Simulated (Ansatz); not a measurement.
Ansatz (a first-principles code) input (B3LYP-D3(BJ)/def2-TZVP):

Ansatz 0.2 input:
```yaml
crystal:
  periodic: [false, false, false]
  atoms:
    - {symbol: C, position_ang: [2.69086530, -0.07470304, 0.00293347]}
    - {symbol: C, position_ang: [1.40850849, 0.35478540, -0.71248261]}
    - {symbol: C, position_ang: [0.61287926, 1.30743965, 0.18890862]}
    - {symbol: C, position_ang: [-0.53191204, 0.86058174, 0.70762329]}
    - {symbol: C, position_ang: [-1.29150267, -0.47545138, 0.59556472]}
    - {symbol: C, position_ang: [-2.55038716, -0.34953703, -0.26637604]}
    - {symbol: H, position_ang: [2.44208055, -0.66340324, 0.88651977]}
    - {symbol: H, position_ang: [3.34405862, -0.67859126, -0.63917382]}
    - {symbol: H, position_ang: [3.24494065, 0.80435002, 0.33169593]}
    - {symbol: H, position_ang: [1.69438743, 0.90280172, -1.62723816]}
    - {symbol: H, position_ang: [0.89262420, -0.56811591, -1.06103069]}
    - {symbol: H, position_ang: [-1.09881602, 1.55589444, 1.34861633]}
    - {symbol: H, position_ang: [-1.58944048, -0.82540128, 1.59847753]}
    - {symbol: H, position_ang: [-0.64727988, -1.24935708, 0.16563305]}
    - {symbol: H, position_ang: [-3.21720817, 0.40845859, 0.14826780]}
    - {symbol: H, position_ang: [-2.27839415, -0.04032816, -1.27536546]}
    - {symbol: H, position_ang: [-3.10545715, -1.29365079, -0.33215531]}
basis:
  gaussian:
    orbitals: def2-TZVP
hamiltonian:
  xc: b3lyp
  dispersion: d3bj
total_charge: -1
relax: {f_tol: 0.002, max_steps: 150}
```

Output:

```
Functional definition: B3LYP
integrals: 0.19 GiB planned
1564 factors; their error is unknown
0.34 GiB of the device are held for the grids
1.38 GiB of device memory are held for the factors and their scratch space
mean field: 1.46 GiB planned
mean field evaluation 1: about -6390.1230 eV, gradient 6.9e1 eV
mean field evaluation 2: about -6346.5640 eV, gradient 1.2e2 eV
mean field evaluation 4: about -6401.9450 eV, gradient 9.1e0 eV
mean field evaluation 8: about -6402.2061 eV, gradient 3.5e-1 eV
mean field evaluation 16: about -6402.1689 eV, gradient 1.4e-3 eV
mean field -6402.16887738 eV, -235.2753666979 hartree, gradient 1.1e-5 eV, S^2 0.000000; 0 other end points of the search recorded, 0 dependent functions left out
the calculation of the forces begins
reference -6402.16920637 eV, -235.2753787881 hartree; 24, 24 occupied and 228, 228 virtual orbitals, 1564 factors
relax step   1: F+E_penalty+E_count = -6402.75264401 eV  Δ(F+E_penalty+E_count) = +0.000e0 eV  max|allowed force component| = 8.012e-1 eV/Å  Δτ_max = 0.0000 Å  (34 SCF iters, accepted)
these checks for a lower state are left out or cut short: starts, cluster_reference, orbital_swaps, neighbouring_geometries, increment
integrals: 0.19 GiB planned
1564 factors; their error is unknown
0.34 GiB of the device are held for the grids
1.38 GiB of device memory are held for the factors and their scratch space
mean field: 1.46 GiB planned
mean field -6402.18909615 eV, -235.2761097240 hartree, gradient 2.3e-5 eV, S^2 0.000000; 0 other end points of the search recorded, 0 dependent functions left out
the calculation of the forces begins
reference -6402.18942506 eV, -235.2761218111 hartree; 24, 24 occupied and 228, 228 virtual orbitals, 1564 factors
relax step   2: F+E_penalty+E_count = -6402.77216266 eV  Δ(F+E_penalty+E_count) = -1.952e-2 eV  max|allowed force component| = 4.510e-1 eV/Å  Δτ_max = 0.0917 Å  (32 SCF iters, accepted)
these checks for a lower state are left out or cut short: starts, cluster_reference, orbital_swaps, neighbouring_geometries, increment
integrals: 0.19 GiB planned
1564 factors; their error is unknown
0.34 GiB of the device are held for the grids
1.38 GiB of device memory are held for the factors and their scratch space
mean field: 1.46 GiB planned
mean field evaluation 32: about -6402.1979 eV, gradient 6.6e-1 eV
mean field -6402.19859606 eV, -235.2764588392 hartree, gradient 2.2e-5 eV, S^2 0.000000; 0 other end points of the search recorded, 0 dependent functions left out
the calculation of the forces begins
reference -6402.19892534 eV, -235.2764709401 hartree; 24, 24 occupied and 228, 228 virtual orbitals, 1564 factors
relax step   3: F+E_penalty+E_count = -6402.78181728 eV  Δ(F+E_penalty+E_count) = -9.655e-3 eV  max|allowed force component| = 1.565e-1 eV/Å  Δτ_max = 0.0418 Å  (33 SCF iters, accepted)
these checks for a lower state are left out or cut short: starts, cluster_reference, orbital_swaps, neighbouring_geometries, increment
integrals: 0.19 GiB planned
1564 factors; their error is unknown
0.34 GiB of the device are held for the grids
1.38 GiB of device memory are held for the factors and their scratch space
mean field: 1.46 GiB planned
mean field -6402.20383629 eV, -235.2766514139 hartree, gradient 2.6e-5 eV, S^2 0.000000; 0 other end points of the search recorded, 0 dependent functions left out
the calculation of the forces begins
reference -6402.20416561 eV, -235.2766635164 hartree; 24, 24 occupied and 228, 228 virtual orbitals, 1564 factors
relax step   4: F+E_penalty+E_count = -6402.78559379 eV  Δ(F+E_penalty+E_count) = -3.777e-3 eV  max|allowed force component| = 1.208e-1 eV/Å  Δτ_max = 0.0541 Å  (33 SCF iters, accepted)
these checks for a lower state are left out or cut short: starts, cluster_reference, orbital_swaps, neighbouring_geometries, increment
integrals: 0.19 GiB planned
1564 factors; their error is unknown
[...]
the calculation of the forces begins
reference -6402.22892338 eV, -235.2775733477 hartree; 24, 24 occupied and 228, 228 virtual orbitals, 1564 factors
relax step  18: F+E_penalty+E_count = -6402.80811203 eV  Δ(F+E_penalty+E_count) = -1.554e-4 eV  max|allowed force component| = 2.489e-2 eV/Å  Δτ_max = 0.0406 Å  (32 SCF iters, accepted)
these checks for a lower state are left out or cut short: starts, cluster_reference, orbital_swaps, neighbouring_geometries, increment
integrals: 0.19 GiB planned
1564 factors; their error is unknown
0.34 GiB of the device are held for the grids
1.37 GiB of device memory are held for the factors and their scratch space
mean field: 1.44 GiB planned
mean field -6402.22811909 eV, -235.2775437905 hartree, gradient 2.2e-5 eV, S^2 0.000000; 0 other end points of the search recorded, 0 dependent functions left out
the calculation of the forces begins
reference -6402.22844314 eV, -235.2775556990 hartree; 24, 24 occupied and 228, 228 virtual orbitals, 1564 factors
relax step  19: F+E_penalty+E_count = -6402.80822997 eV  Δ(F+E_penalty+E_count) = -1.179e-4 eV  max|allowed force component| = 2.395e-2 eV/Å  Δτ_max = 0.0265 Å  (32 SCF iters, accepted)
these checks for a lower state are left out or cut short: starts, cluster_reference, orbital_swaps, neighbouring_geometries, increment
integrals: 0.19 GiB planned
1564 factors; their error is unknown
0.34 GiB of the device are held for the grids
1.37 GiB of device memory are held for the factors and their scratch space
mean field: 1.45 GiB planned
mean field -6402.22707183 eV, -235.2775053043 hartree, gradient 2.2e-5 eV, S^2 0.000000; 0 other end points of the search recorded, 0 dependent functions left out
the calculation of the forces begins
reference -6402.22739544 eV, -235.2775171967 hartree; 24, 24 occupied and 228, 228 virtual orbitals, 1564 factors
relax step  20: F+E_penalty+E_count = -6402.80836225 eV  Δ(F+E_penalty+E_count) = -1.323e-4 eV  max|allowed force component| = 2.163e-2 eV/Å  Δτ_max = 0.0472 Å  (32 SCF iters, accepted)
these checks for a lower state are left out or cut short: starts, cluster_reference, orbital_swaps, neighbouring_geometries, increment
integrals: 0.19 GiB planned
1564 factors; their error is unknown
0.34 GiB of the device are held for the grids
1.37 GiB of device memory are held for the factors and their scratch space
mean field: 1.45 GiB planned
mean field evaluation 160: about -6402.2241 eV, gradient 9.7e-3 eV
mean field -6402.22411107 eV, -235.2773964985 hartree, gradient 2.3e-5 eV, S^2 0.000000; 0 other end points of the search recorded, 0 dependent functions left out
the calculation of the forces begins
reference -6402.22443353 eV, -235.2774083486 hartree; 24, 24 occupied and 228, 228 virtual orbitals, 1564 factors
relax step  21: F+E_penalty+E_count = -6402.80758644 eV  Δ(F+E_penalty+E_count) = +7.758e-4 eV  max|allowed force component| = 5.137e-2 eV/Å  Δτ_max = 0.0938 Å  (31 SCF iters, rejected (line search))
these checks for a lower state are left out or cut short: starts, cluster_reference, orbital_swaps, neighbouring_geometries, increment
integrals: 0.19 GiB planned
1564 factors; their error is unknown
0.34 GiB of the device are held for the grids
1.37 GiB of device memory are held for the factors and their scratch space
mean field: 1.45 GiB planned
mean field -6402.22662702 eV, -235.2774889579 hartree, gradient 2.2e-5 eV, S^2 0.000000; 0 other end points of the search recorded, 0 dependent functions left out
the calculation of the forces begins
reference -6402.22695051 eV, -235.2775008460 hartree; 24, 24 occupied and 228, 228 virtual orbitals, 1564 factors
relax step  22: F+E_penalty+E_count = -6402.80850625 eV  Δ(F+E_penalty+E_count) = -1.440e-4 eV  max|allowed force component| = 1.772e-2 eV/Å  Δτ_max = 0.0231 Å  (32 SCF iters, accepted)
these checks for a lower state are left out or cut short: starts, cluster_reference, orbital_swaps, neighbouring_geometries, increment
integrals: 0.19 GiB planned
1564 factors; their error is unknown
0.34 GiB of the device are held for the grids
1.37 GiB of device memory are held for the factors and their scratch space
mean field: 1.45 GiB planned
mean field -6402.22594674 eV, -235.2774639581 hartree, gradient 2.3e-5 eV, S^2 0.000000; 0 other end points of the search recorded, 0 dependent functions left out
the calculation of the forces begins
reference -6402.22626998 eV, -235.2774758368 hartree; 24, 24 occupied and 228, 228 virtual orbitals, 1564 factors
relax step  23: F+E_penalty+E_count = -6402.80853504 eV  Δ(F+E_penalty+E_count) = -2.879e-5 eV  max|allowed force component| = 1.105e-2 eV/Å  Δτ_max = 0.0237 Å  (32 SCF iters, accepted)
these checks for a lower state are left out or cut short: starts, cluster_reference, orbital_swaps, neighbouring_geometries, increment
integrals: 0.19 GiB planned
1564 factors; their error is unknown
0.34 GiB of the device are held for the grids
1.37 GiB of device memory are held for the factors and their scratch space
mean field: 1.45 GiB planned
mean field -6402.22575417 eV, -235.2774568812 hartree, gradient 2.2e-5 eV, S^2 0.000000; 0 other end points of the search recorded, 0 dependent functions left out
the calculation of the forces begins
reference -6402.22607735 eV, -235.2774687580 hartree; 24, 24 occupied and 228, 228 virtual orbitals, 1564 factors
relax step  24: F+E_penalty+E_count = -6402.80856076 eV  Δ(F+E_penalty+E_count) = -2.572e-5 eV  max|allowed force component| = 4.431e-3 eV/Å  Δτ_max = 0.0092 Å  (33 SCF iters, accepted)
these checks for a lower state are left out or cut short: starts, cluster_reference, orbital_swaps, neighbouring_geometries, increment
integrals: 0.19 GiB planned
1564 factors; their error is unknown
0.34 GiB of the device are held for the grids
1.37 GiB of device memory are held for the factors and their scratch space
mean field: 1.45 GiB planned
mean field -6402.22585853 eV, -235.2774607165 hartree, gradient 2.2e-5 eV, S^2 0.000000; 0 other end points of the search recorded, 0 dependent functions left out
the calculation of the forces begins
reference -6402.22618176 eV, -235.2774725950 hartree; 24, 24 occupied and 228, 228 virtual orbitals, 1564 factors
relax step  25: F+E_penalty+E_count = -6402.80856382 eV  Δ(F+E_penalty+E_count) = -3.059e-6 eV  max|allowed force component| = 2.416e-3 eV/Å  Δτ_max = 0.0040 Å  (32 SCF iters, accepted)
these checks for a lower state are left out or cut short: starts, cluster_reference, orbital_swaps, neighbouring_geometries, increment
integrals: 0.19 GiB planned
1564 factors; their error is unknown
0.34 GiB of the device are held for the grids
1.37 GiB of device memory are held for the factors and their scratch space
mean field: 1.45 GiB planned
mean field evaluation 192: about -6402.2645 eV, gradient 4.8e-4 eV
mean field -6402.22588013 eV, -235.2774615102 hartree, gradient 2.2e-5 eV, S^2 0.000000; 0 other end points of the search recorded, 0 dependent functions left out
the calculation of the forces begins
reference -6402.22620338 eV, -235.2774733894 hartree; 24, 24 occupied and 228, 228 virtual orbitals, 1564 factors
relax step  26: F+E_penalty+E_count = -6402.80856474 eV  Δ(F+E_penalty+E_count) = -9.176e-7 eV  max|allowed force component| = 1.104e-3 eV/Å  Δτ_max = 0.0012 Å  (33 SCF iters, accepted)
integrals: 0.19 GiB planned
1564 factors; their error is unknown
0.34 GiB of the device are held for the grids
1.37 GiB of device memory are held for the factors and their scratch space
mean field: 1.45 GiB planned
mean field evaluation 224: about -6402.2259 eV, gradient 1.9e-5 eV
mean field -6402.22588013 eV, -235.2774615102 hartree, gradient 2.2e-5 eV, S^2 0.000000; 1 other end points of the search recorded, 0 dependent functions left out
the calculation of the forces begins
reference -6402.22620338 eV, -235.2774733894 hartree; 24, 24 occupied and 228, 228 virtual orbitals, 1564 factors
Total energy: -6402.80888799 eV, -235.2988866539 hartree
Atom 0 at     2.854037     0.125376    -0.232803 Å, force     0.000737    -0.000023    -0.000239 eV/Å
Atom 1 at     1.327267     0.097121    -0.384872 Å, force    -0.001104    -0.000021     0.000017 eV/Å
Atom 2 at     0.633746     1.013637     0.598480 Å, force     0.000287    -0.000005    -0.000013 eV/Å
Atom 3 at    -0.597247     0.680030     1.029109 Å, force    -0.000081     0.000518     0.000364 eV/Å
Atom 4 at    -1.469240    -0.507757     0.640964 Å, force     0.000165    -0.000194    -0.000009 eV/Å
Atom 5 at    -2.448908    -0.187051    -0.497712 Å, force    -0.000168    -0.000134     0.000187 eV/Å
Atom 6 at     3.138886    -0.224417     0.764448 Å, force     0.000204    -0.000108     0.000299 eV/Å
Atom 7 at     3.361342    -0.506418    -0.976391 Å, force    -0.000081    -0.000090    -0.000040 eV/Å
Atom 8 at     3.217172     1.152575    -0.324358 Å, force    -0.000089     0.000086     0.000197 eV/Å
Atom 9 at     1.088250     0.440179    -1.404391 Å, force     0.000227    -0.000043    -0.000300 eV/Å
Atom 10 at     1.014258    -0.971314    -0.356663 Å, force     0.000136     0.000213    -0.000128 eV/Å
Atom 11 at    -1.113120     1.347953     1.734677 Å, force     0.000010    -0.000075    -0.000151 eV/Å
Atom 12 at    -2.052452    -0.851340     1.509128 Å, force    -0.000268    -0.000245     0.000729 eV/Å
Atom 13 at    -0.849239    -1.356531     0.332713 Å, force     0.000475    -0.000453     0.000028 eV/Å
Atom 14 at    -3.095018     0.652694    -0.222743 Å, force    -0.000492     0.000414    -0.000003 eV/Å
Atom 15 at    -1.896929     0.110163    -1.392366 Å, force     0.000104     0.000144    -0.000843 eV/Å
Atom 16 at    -3.092857    -1.039129    -0.756801 Å, force    -0.000063     0.000015    -0.000098 eV/Å
Dipole moment:    -0.449380    -0.695741    -0.428224 e Å
```

It need not be the lowest isomer of its formula. Whether it binds its extra electron was not tested at this geometry.
